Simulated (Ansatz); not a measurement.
Relaxation of CH₄FNO₂Si (10 atoms, charge 0, multiplicity 1), to a largest force component of 0.015 eV/Å in at most 40 steps.

The calculation used RKS r2SCAN/def2-SVP in Ansatz.

```xyz
10
Properties=species:S:1:pos:R:3
N -0.308 -1.956 -0.106
Si 0.521 -0.513 -0.044
F 2.040 -0.637 0.207
O 0.172 0.583 -1.179
C -0.150 1.549 -0.150
O -0.213 0.580 0.931
H -0.553 -2.058 -1.120
H 0.320 -2.665 0.097
H -1.102 2.096 -0.229
H 0.665 2.285 0.014
```

Q: Where does it end, and by what steps?

A: The run converged. After 9 steps the energy has fallen by 0.869 eV; H7 moved furthest, 0.71 Å.

```
step  energy less start (eV)  largest force component (eV/Å)  accepted
   0                  0.0000                           2.805       yes
   1                 -0.5245                           1.433       yes
   2                 -0.7247                           1.374       yes
   3                 -0.7924                           0.881       yes
   4                 -0.8478                           0.359       yes
   5                 -0.8577                           0.337       yes
   6                 -0.8658                           0.071       yes
   7                 -0.8690                           0.060       yes
   8                 -0.8691                           0.066       yes
   9                 -0.8694                           0.009       yes
```

```xyz
10
Properties=species:S:1:pos:R:3
N -0.107 -1.964 -0.325
Si 0.586 -0.460 -0.041
F 2.101 -0.785 0.403
O 0.451 0.772 -1.178
C -0.139 1.587 -0.160
O -0.189 0.669 0.935
H -1.065 -2.098 -0.624
H 0.406 -2.831 -0.214
H -1.153 1.916 -0.451
H 0.500 2.458 0.076
```

Whether the end is a true minimum wasn't checked by a vibrational analysis.

The run took 21 s on 2 threads of Intel(R) Xeon(R) 6975P-C (Granite Rapids), on a shared host, peak memory 0.21 GiB.
